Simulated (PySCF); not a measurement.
Several structures and their simulated spectra, in scrambled order.

A. `O(C)C1=CC(=O)C1=O`
B. `F[C@@H]1C[C@@H]1Cl`
C. `C/C(Cl)=C/F`

Spectrum 1. $^{1}$H NMR (400 MHz, computed): δ 7.06 (m, 1H), 1.93 (s, 3H). $^{13}$C{$^{1}$H} NMR (computed): δ 153.3 (CH), 127.0 (C), 22.1 (CH3).

Spectrum 2. $^{1}$H NMR (400 MHz, computed): δ 8.79 (s, 1H), 4.16 (s, 3H). $^{13}$C{$^{1}$H} NMR (computed): δ 213.9 (C), 199.8 (C), 194.9 (C), 171.3 (CH), 60.6 (CH3).

Spectrum 3. $^{1}$H NMR (400 MHz, computed): δ 4.50 (m, 1H), 2.83 (m, 1H), 1.03 (m, 1H), 1.02 (m, 1H). $^{13}$C{$^{1}$H} NMR (computed): δ 72.9 (CH), 37.8 (CH), 17.3 (CH2).

All values are calculated (PySCF 2.14.0 with density-fitted response routines): GFN2-xTB geometry, NMR shieldings at PBE0/pcSseg-1/GIAO. In vacuum, non-relativistic, fast rotation and ring inversion assumed for equivalent nuclei, a single conformation.

Referencing at the same level of theory: $^{1}$H (σref 31.72), $^{13}$C (σref 186.93) vs TMS. Splittings of carbon signals by F and P are missing where no couplings were computed. Where no couplings were computed, multiplicities follow the n + 1 count of equivalent neighbours, and m marks all less simple cases (inequivalent or close neighbours, rings, F or P nearby). Shifts are as computed. Against solution values, carbons near 30 ppm lie about +3 ppm off and those near 130 ppm about +5 ppm; carbons on Cl a further +6 ppm (rms about the fit 2.1 ppm; single classes can miss by 10 ppm). Of 1328 compounds with measured shifts, 309 miss one by over three times the rms of a fit or turn the order of signals round; such compounds aren't used in these exercises. Signals without a measured value on file couldn't be tested in this way; 1H shifts scatter by 0.2 ppm about their fit, and single ones miss by 0.5 ppm. Carbons bonded to Cl come out too deshielded.

Question: Which spectrum belongs to which compound?

Answer: 1–C, 2–A, 3–B.

- Spectrum 1 (C): 3 $^{13}$C signals; δC 153.3 is an alkene CH; δC 127.0 is a fully substituted alkene carbon.
- Spectrum 2 (A): 5 $^{13}$C signals; δC 60.6 is a methyl carbon bonded to O; δH 4.16 is the hydrogen on a methyl carbon bonded to O.
- Spectrum 3 (B): 3 $^{13}$C signals; δC 72.9 is a three-membered-ring carbon; δC 37.8 is a three-membered-ring carbon.
